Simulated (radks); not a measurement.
Values are calculated unless marked as measured or tabulated.
Sr14+, 24 electrons, occupied as [Ar] 3d6.

Level of theory: Dirac Kohn-Sham, PBEsol, spin-unpolarised, spherical densities, finite nucleus; open shells are shared between the two j in proportion to 2j + 1; Fermi nuclear charge, rms radius 4.224 fm (a radial shooting solver on a logarithmic mesh with Libxc functionals).

Energy parts (hartree):
| part | energy |
|---|---|
| total | -3089.54678 |
| kinetic | 3185.26171 |
| electron-nucleus | -7114.09031 |
| Hartree | 929.71189 |
| exchange-correlation | -90.43007 |

Orbitals (lengths in bohr, moments of r in powers of bohr; r(max) is where P^2 peaks; r(90%) holds 90 % of the orbital's charge):
| orbital | occ. | eigenvalue (hartree) | r(90%) | <r> | r(max) | small-component weight |
|---|---|---|---|---|---|---|
| 1s1/2 | 2 | -599.6904 | 0.0701 | 0.03918 | 0.02554 | 1.91e-02 |
| 2s1/2 | 2 | -93.76018 | 0.266 | 0.1719 | 0.1452 | 3.85e-03 |
| 2p1/2 | 2 | -86.70035 | 0.241 | 0.1472 | 0.1136 | 3.84e-03 |
| 2p3/2 | 4 | -84.18096 | 0.246 | 0.1513 | 0.1171 | 3.74e-03 |
| 3s1/2 | 2 | -25.19542 | 0.689 | 0.4691 | 0.4255 | 1.08e-03 |
| 3p1/2 | 2 | -22.63505 | 0.693 | 0.4617 | 0.4117 | 1.04e-03 |
| 3p3/2 | 4 | -22.19239 | 0.705 | 0.4701 | 0.4196 | 1.01e-03 |
| 3d3/2 | 2.4 | -17.81036 | 0.691 | 0.4391 | 0.3521 | 9.18e-04 |
| 3d5/2 | 3.6 | -17.72536 | 0.694 | 0.4416 | 0.3543 | 9.11e-04 |

The highest occupied level is 3d5/2 at -482.33 eV. For comparison, the ionisation energy in NIST's Atomic Spectra Database is 499 eV (theoretical). In exact Kohn-Sham theory the highest level is minus the ionisation energy, but local and semilocal functionals leave it too shallow, through self-interaction and a potential that decays too fast; potentials with the right tail come closer. The electron density at the nucleus is 6.087e+04 e/bohr^3. The density falls to 0.001 e/bohr^3 at r = 1.41 bohr.

Beside tabulated values, note that spin-unpolarised runs miss the spin-polarisation part of the exchange energy of open shells.
